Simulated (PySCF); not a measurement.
Computed shifts of a molecule ClH5O2Si2, PBE/pcSseg-1 (PySCF), GIAO, gas phase, atoms alike by connectivity averaged where their shifts nearly agree, in ppm (number of nuclei): ²⁹Si: -17.1 (1), -23.0 (1). ¹H: 5.65 (1), 5.51 (1), 5.38 (1), 3.81 (1), 2.45 (1). References: ¹⁷O against H2O (σ = 334.3 ppm); ²⁹Si against TMS (σ = 335.4 ppm); ³⁵Cl against HCl (σ = 936.5 ppm); ¹H against TMS (σ = 31.49 ppm), references at their B3LYP-D3(BJ)/def2-TZVP geometries, non-relativistic (without spin–orbit terms, shifts of atoms bonded to Cl or Br come out too high). Geometry: PBE0-D3(BJ)/def2-SVP. Other conformers were not sampled.

Task: Which structure fits?
(A) O[SiH](O)[SiH2]Cl
(B) O[Si@@H](Cl)O[SiH3]
(C) O[SiH2][Si@@H](O)Cl
(D) O[SiH2]O[SiH2]Cl

Result: A, O[SiH](O)[SiH2]Cl
